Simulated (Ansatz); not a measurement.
Gas-phase electronic energies from Ansatz, PBE0-D4/def2-TZVP geometries. CBS: MP2 limit from def2 TZ/QZ plus the TZ coupled-cluster correction, frozen cores. This one scheme is used for every species. Functionals use def2-TZVPP. HSE06 is defined as in plane-wave codes. One conformer a species, not always the lowest.

Reaction (substitution at a C–Si bond): `O=CC[SiH3]` + H₂S → `O=CCS` + SiH₄

```
             level  ΔE (kcal/mol)
          BHLYP-D4           12.0
      CAM-B3LYP-D4           11.6
            r2SCAN           11.1
             HSE06           10.9
           LC-ωPBE           11.9
  CCSD(T)/def2-SVP           12.3
     HF/def2-TZVPP           12.5
CCSD(T)/def2-TZVPP           12.1
```

Task: What does CCSD(T)/CBS give? (Estimate.)

Result: Computed: +12.0 kcal/mol. The listed levels differ from it by 0.0, -0.4, -0.9, -1.1, -0.1, 0.3, 0.5, 0.1 kcal/mol.

Largest T1 diagnostic among the species: 0.014.

From BLYP to BHLYP (50 % exact exchange), in def2-TZVPP and without D4, ΔE moves by +1.6 kcal/mol. Leaving LDA and LC-ωPBE aside and taking each functional with its dispersion term where it has one, the values, not all of them listed here, spread over 2.3 kcal/mol, from revPBE-D4 to BHLYP-D4.
